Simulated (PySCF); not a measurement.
SMILES C[C](C)S, doublet (PBE0/def2-SVP optimised geometry):

```
11

C      0.695    -1.398    -0.126
C      0.064    -0.054     0.000
C      0.810     1.080     0.612
S     -1.687    -0.054     0.000
H      0.782    -1.921     0.849
H      1.716    -1.307    -0.530
H      0.123    -2.058    -0.797
H      0.388     2.058     0.326
H      0.805     1.040     1.721
H      1.864     1.064     0.293
H     -1.864     1.286     0.000
```

Method: unrestricted PBE0/def2-TZVP (PySCF).

Question: What are the frontier orbital energies (α orbitals alone; a β orbital can be the lowest empty one) and the dipole moment?

Answer: HOMO-2 -9.43 eV, HOMO-1 -8.18 eV, HOMO -4.84 eV, LUMO 0.41 eV, LUMO+1 1.43 eV; dipole moment 1.24 D.

On the same geometry unrestricted PBE/def2-TZVP (PySCF 2.14.0) gives HOMO-2 -8.10 eV, HOMO-1 -6.81 eV, HOMO -3.58 eV, LUMO -0.54 eV, LUMO+1 0.53 eV; dipole moment 1.12 D.

Meta-Löwdin charges at PBE0/def2-TZVP: C1 -0.34, C2 -0.11, C3 -0.34, S4 -0.01, H5 0.11, H6 0.12, H7 0.12, H8 0.12, H9 0.11, H10 0.12, H11 0.09.
